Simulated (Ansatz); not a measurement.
**A geometry optimisation of F2H4Si3 with B3LYP-D3(BJ)/def2-SVP**

The starting geometry of this gas-phase singlet was optimised with GFN2-xTB; its bonds are those of `F[SiH](F)[SiH2][SiH]`.

```xyz
9

F     0.3598   -0.9008    0.1483
F     0.4905    0.4757   -1.8738
Si    0.4516    0.6568   -0.2682
Si   -1.5946    1.5707    0.2212
Si   -3.1675    0.1711   -0.6857
H     1.8170    1.0114    0.0668
H    -1.3598    3.0301    0.0831
H    -1.7489    1.4662    1.6948
H    -3.5108    0.8625   -1.9741
```

Task: Predict what it relaxes into with B3LYP-D3(BJ)/def2-SVP.

Result: It keeps its bonds, and is `F[SiH](F)[SiH2][SiH]`.

The energy falls by 0.54 eV over 26 steps:

```
step  E − E(last) (eV)
   1             0.541
   4             0.143
   7             0.119
   9             0.116
  12             0.108
  15             0.077
  18             0.013
  20             0.003
  23             0.000
  26             0.000
```

Final geometry (Å):

| atom | x (Å) | y (Å) | z (Å) |
| --- | --- | --- | --- |
| F | -0.4987 | -0.7747 | -0.7074 |
| F | 0.8100 | 1.1742 | -1.8517 |
| Si | 0.2910 | 0.6798 | -0.3983 |
| Si | -1.6079 | 1.7800 | 0.4043 |
| Si | -2.7558 | -0.2423 | -0.2809 |
| H | 1.4896 | 0.3092 | 0.3963 |
| H | -1.7965 | 3.0774 | -0.3089 |
| H | -1.4550 | 2.0319 | 1.8681 |
| H | -2.7393 | 0.3083 | -1.7090 |

The end wasn't checked by frequencies. Run with Ansatz 0.2.0, 62 s on 2 threads of AMD EPYC 7R43 64-Core Processor (Zen 3), on a shared host.
